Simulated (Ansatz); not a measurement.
```yaml
crystal:
  periodic: [false, false, false]
  atoms:
    - {symbol: F, position_ang: [0.097365, 1.897493, 1.974910]}
    - {symbol: Si, position_ang: [0.481133, 1.588629, 0.602710]}
    - {symbol: Al, position_ang: [-0.382865, -0.342641, -0.090113]}
    - {symbol: O, position_ang: [0.067599, -1.260882, -1.289764]}
    - {symbol: Ga, position_ang: [-1.086102, -2.232620, -0.560212]}
    - {symbol: H, position_ang: [0.350690, 2.448077, -0.201864]}
    - {symbol: H, position_ang: [2.151032, 1.453380, 0.731711]}
    - {symbol: H, position_ang: [-1.457403, -3.755041, -0.896577]}
basis:
  gaussian: {orbitals: def2-TZVP}
hamiltonian: {xc: {name: r2SCAN}}
scf: {lower_state_search: light}
relax: {f_tol: 0.001, max_steps: 3}
output: {forces: true}
```

```sh
$ ansatz run in.yaml --threads 4 --pin off --events-out ev --progress --plain --max-ram 10444MiB
```

Output, abridged:

```
Functional definition: r2SCAN
  name "r2SCAN"
  cite "Furness, Kaplan, Ning, Perdew & Sun, J. Phys. Chem. Lett. 11, 8208 (2020) doi:10.1021/acs.jpclett.0c02405"
  cite "Furness, Kaplan, Ning, Perdew & Sun, J. Phys. Chem. Lett. 11, 9248 (2020) doi:10.1021/acs.jpclett.0c03077"
  parent r2scan
  parameter k0 = 0.174
  parameter k1 = 0.065
  parameter a1 = 4.9479
  exchange = r2scan_x(k0 = k0, k1 = k1, a1 = a1)
  correlation = r2scan_c
1318 factors; their error is unknown
mean field evaluation 1: about -71650.9440 eV, gradient 8.5e1 eV
mean field evaluation 2: about -71506.6046 eV, gradient 2.1e2 eV
mean field evaluation 4: about -71661.8858 eV, gradient 2.5e1 eV
mean field evaluation 8: about -71662.5880 eV, gradient 3.1e-1 eV
mean field evaluation 16: about -71662.5647 eV, gradient 1.2e-4 eV
mean field -71662.56467086 eV, -2633.5506770231 hartree, gradient 5.3e-5 eV, S^2 0.000000; 0 other end points of the search recorded, 0 dependent functions left out
the calculation of the forces begins
reference -71662.56468532 eV, -2633.5506775547 hartree; 39, 39 occupied and 163, 163 virtual orbitals, 1318 factors
relax step   1: F+E_penalty+E_count = -71662.56467086 eV  Δ(F+E_penalty+E_count) = +0.000e0 eV  max|allowed force component| = 8.292e0 eV/Å  Δτ_max = 0.0000 Å  (31 SCF iters, accepted)
these checks for a lower state are left out or cut short: starts, cluster_reference, orbital_swaps, neighbouring_geometries, increment
1318 factors; their error is unknown
mean field -71665.46896817 eV, -2633.6574079808 hartree, gradient 1.4e-5 eV, S^2 0.000000; 0 other end points of the search recorded, 0 dependent functions left out
the calculation of the forces begins
reference -71665.46898280 eV, -2633.6574085183 hartree; 39, 39 occupied and 163, 163 virtual orbitals, 1318 factors
relax step   2: F+E_penalty+E_count = -71665.46896817 eV  Δ(F+E_penalty+E_count) = -2.904e0 eV  max|allowed force component| = 3.607e0 eV/Å  Δτ_max = 0.1988 Å  (38 SCF iters, accepted)
these checks for a lower state are left out or cut short: starts, cluster_reference, orbital_swaps, neighbouring_geometries, increment
1318 factors; their error is unknown
mean field evaluation 32: about -71666.2475 eV, gradient 9.5e-4 eV
mean field -71666.24748518 eV, -2633.6860179531 hartree, gradient 1.8e-5 eV, S^2 0.000000; 0 other end points of the search recorded, 0 dependent functions left out
the calculation of the forces begins
reference -71666.24749995 eV, -2633.6860184960 hartree; 39, 39 occupied and 163, 163 virtual orbitals, 1318 factors
relax step   3: F+E_penalty+E_count = -71666.24748518 eV  Δ(F+E_penalty+E_count) = -7.785e-1 eV  max|allowed force component| = 1.038e0 eV/Å  Δτ_max = 0.1911 Å  (37 SCF iters, accepted)
Error: geometry relaxation did not converge after 3 steps: max|allowed force component| = 1.04e0 eV/Å (threshold 1.0e-3). Raise `relax.max_steps` over both its present limit and 3, loosen `relax.f_tol`, or start from a geometry closer to equilibrium. Where this run's directory can be resumed (`checkpoint.write`), a resume goes on for up to `relax.max_steps` more
```

**Question.** Something in this input is off. What?

**Answer.** The relaxation is allowed too few steps for its threshold. No converged result was reached.
